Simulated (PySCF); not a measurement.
**How methods differ on the excitation energy of Tc**

Tc [Kr] 4d5 5s2 (6S) → Tc [Kr] 4d7 (4F), as a difference of total energies. All numbers are calculated (PySCF 2.14, scalar relativity through the core potential, in aug-cc-pwCVDZ-PP with ECP28MDF (6s6p5d3f, 70 functions)). Correlated levels: valence and next inner shell: nothing frozen outside the core potential. The calculations carry no spin-orbit coupling.

```tsv
method	excitation energy (cm⁻¹)
UHF	29665
MP2 (valence and next inner shell)	23769
SCS-MP2 (valence and next inner shell)	22217
CCSD (valence and next inner shell)	25171
CCSD(T) (valence and next inner shell)	24233
```
